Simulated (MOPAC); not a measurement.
MOPAC input (AM1):

```
AM1 FORCE THERMO(298,298) PRECISE LET UHF MS=0.5 GEO-OK AUX(PRECISION=9) THREADS=1
CH2Br

C    -1.37689279 1   -0.44869413 1    0.06264021 1
Br    0.33694064 1    0.10979976 1   -0.01532880 1
H    -1.89164070 1   -0.48543282 1    1.01945007 1
H    -1.89124625 1   -0.74731254 1   -0.84734940 1
```

From the output:

```
     H    4   5.307190   0.436438   0.475839   5.748577

          HEAT OF FORMATION =      26.247313 KCALS/MOLE

          ZERO POINT ENERGY      14.293 KCAL/MOL

           NORMAL COORDINATE ANALYSIS (Total motion = 1 Angstrom)

   Root No.       1         2         3         4         5         6

                 1 B1      1 A1      1 B2      2 A1      2 B2      3 A1

                 704.0     708.4     842.4    1312.1    3213.6    3217.4

           1    0.0000    0.3518   -0.0000   -0.0553    0.0000    0.0372
           2    0.0000   -0.0000    0.0760    0.0000   -0.0663    0.0000
           3   -0.0980    0.0000    0.0000    0.0000   -0.0000   -0.0000
           4   -0.0000   -0.0603    0.0000   -0.0019    0.0000    0.0001
           5   -0.0000    0.0000   -0.0069   -0.0000   -0.0001   -0.0000
           6    0.0034   -0.0000   -0.0000   -0.0000   -0.0000    0.0000
           7   -0.0000    0.2926   -0.4223    0.4043   -0.2403   -0.2248
           8   -0.0000   -0.0281   -0.1787    0.2423    0.4002    0.4257
           9    0.4493   -0.0000   -0.0000    0.0000    0.0000    0.0000
          10   -0.0000    0.2926    0.4223    0.4043    0.2403   -0.2248
          11   -0.0000    0.0281   -0.1787   -0.2423    0.4002   -0.4257
          12    0.4493    0.0000   -0.0000   -0.0000    0.0000   -0.0000

           MASS-WEIGHTED COORDINATE ANALYSIS (NORMAL COORDINATES)

   Root No.       1         2         3         4         5         6

                 1 B1      1 A1      1 B2      2 A1      2 B2      3 A1

                 704.0     708.4     842.4    1312.1    3213.6    3217.4

           1    0.0000    0.8729   -0.0000   -0.2754    0.0000    0.1852
           2    0.0000   -0.0000    0.3737    0.0000   -0.3274    0.0000
           3   -0.4697    0.0000    0.0000    0.0000   -0.0000   -0.0000
           4   -0.0000   -0.3857    0.0000   -0.0242    0.0000    0.0011
           5   -0.0000    0.0000   -0.0877   -0.0000   -0.0017   -0.0000
           6    0.0421   -0.0000   -0.0000   -0.0000   -0.0000    0.0000
           7   -0.0000    0.2103   -0.6013    0.5829   -0.3440   -0.3245
           8   -0.0000   -0.0202   -0.2545    0.3494    0.5728    0.6144
           9    0.6235   -0.0000   -0.0000    0.0000    0.0000    0.0000
          10   -0.0000    0.2103    0.6013    0.5829    0.3440   -0.3245
          11   -0.0000    0.0202   -0.2545   -0.3494    0.5728   -0.6144
          12    0.6235    0.0000   -0.0000   -0.0000    0.0000   -0.0000

          DESCRIPTION OF VIBRATIONS

 VIBRATION          1    1B1         ATOM PAIR     ENERGY CONTRIBUTION    RADIAL
 FREQUENCY           703.95         C 1 -- H 4         +46.9% ( 60.9%)      0.0%
 TRANSITION DIPOLE   1.0635         C 1 -- H 3         +46.9% ( 60.9%)      0.0%
 TRAVEL (Ang.)       0.3281         C 1 -- Br2          +6.3% ( 22.3%)      0.0%
 REDUCED MASS        0.8896
 EFFECTIVE MASS      2.4385
 FORCE CONSTANT      0.2597

 VIBRATION          2    1A1         ATOM PAIR     ENERGY CONTRIBUTION    RADIAL
 FREQUENCY           708.36         C 1 -- Br2         +43.5% (124.5%)    100.0%
 TRANSITION DIPOLE   1.1895         C 1 -- H 4         +28.2% (100.3%)     22.2%
 TRAVEL (Ang.)       0.1043         C 1 -- H 3         +28.2% (100.3%)     22.2%
 REDUCED MASS        8.7455
 EFFECTIVE MASS     20.6193
 FORCE CONSTANT      2.5855

 VIBRATION          3    1B2         ATOM PAIR     ENERGY CONTRIBUTION    RADIAL
 FREQUENCY           842.44         C 1 -- H 3         +44.0% ( 93.6%)      7.9%
 TRANSITION DIPOLE   0.0122         C 1 -- H 4         +44.0% ( 93.6%)      7.9%
 TRAVEL (Ang.)       0.3636         C 1 -- Br2         +12.0% ( 48.9%)      0.0%
 REDUCED MASS        0.6053
 EFFECTIVE MASS      3.2923
 FORCE CONSTANT      0.2531

 VIBRATION          4    2A1         ATOM PAIR     ENERGY CONTRIBUTION    RADIAL
 FREQUENCY          1312.11         C 1 -- H 3         +47.7% ( 61.4%)      1.8%
 TRANSITION DIPOLE   0.2659         C 1 -- H 4         +47.7% ( 61.4%)      1.8%
 TRAVEL (Ang.)       0.3209         C 1 -- Br2          +4.7% ( 19.3%)    100.0%
 REDUCED MASS        0.4990
 EFFECTIVE MASS      1.6020
 FORCE CONSTANT      0.5061

 VIBRATION          5    2B2         ATOM PAIR     ENERGY CONTRIBUTION    RADIAL
 FREQUENCY          3213.60         C 1 -- H 3         +49.4% ( 72.3%)     97.6%
 TRANSITION DIPOLE   0.4442         C 1 -- H 4         +49.4% ( 72.3%)     97.6%
 TRAVEL (Ang.)       0.1972         C 1 -- Br2          +1.2% ( 11.2%)      0.0%
 REDUCED MASS        0.5397
 EFFECTIVE MASS      1.6136
 FORCE CONSTANT      3.2838

 VIBRATION          6    3A1         ATOM PAIR     ENERGY CONTRIBUTION    RADIAL
 FREQUENCY          3217.43         C 1 -- H 3         +49.9% ( 69.5%)     97.1%
 TRANSITION DIPOLE   0.2395         C 1 -- H 4         +49.9% ( 69.5%)     97.1%
 TRAVEL (Ang.)       0.2081         C 1 -- Br2          +0.3% (  5.4%)    100.0%
 REDUCED MASS        0.4841
 EFFECTIVE MASS      1.1949
 FORCE CONSTANT      2.9526

      SYMMETRY NUMBER FOR POINT-GROUP C2v =  2

          SYSTEM IS A GROUND STATE

 CH2Br

          MOLECULE IS NOT LINEAR

          THERE ARE  6 GENUINE VIBRATIONS IN THIS SYSTEM
          THIS THERMODYNAMICS CALCULATION IS LIMITED TO
          MOLECULES WHICH HAVE NO INTERNAL ROTATIONS

                    CALCULATED THERMODYNAMIC PROPERTIES
                                          *
   TEMP. (K)   PARTITION FUNCTION   H.O.F.    ENTHALPY  HEAT CAPACITY ENTROPY
                                   KCAL/MOL   CAL/MOLE    CAL/K/MOL  CAL/K/MOL

 298.00  VIB.     0.1090D+01                   186.6953     2.3584     0.7980
         ROT.     0.2230D+04                   888.2803     2.9808    18.3015
         INT.     0.2431D+04                  1074.9756     5.3392    19.0995
         TRA.     0.8801D+27                  1480.4672     4.9680    39.5291
         TOT.                       26.247    2555.4428    10.3072    58.6286

   *: NOTE: HEATS OF FORMATION ARE RELATIVE TO THE
            ELEMENTS IN THEIR STANDARD STATE AT 298K
              (=  Standard Enthalpy of Formation).

            Hvib:  Zero-point energy is not included.
                   frequencies of less than zero cm-1 are not included.
            Hrot = (3/2)RT
            Htra = (3/2)RT + pV = (5/2)RT

            Heat capacity is Cp, not Cv

          For more information, see: HTTP://OpenMOPAC.net/Manual/thermochemistry.html

           FORCE CONSTANT IN CARTESIAN COORDINATES (Millidynes/A)

    ATOM   CHEMICAL       X               Y               Z
   NUMBER   SYMBOL  FORCE CONSTANT  FORCE CONSTANT  FORCE CONSTANT

      1       C        6.143450        8.532762        0.774718
      2      Br        3.561613        0.256316        0.041170
      3       H        1.885904        4.485110        0.113974
      4       H        1.885902        4.485113        0.113974

 **********************
 *                    *
 * JOB ENDED NORMALLY *
 *                    *
 **********************
```
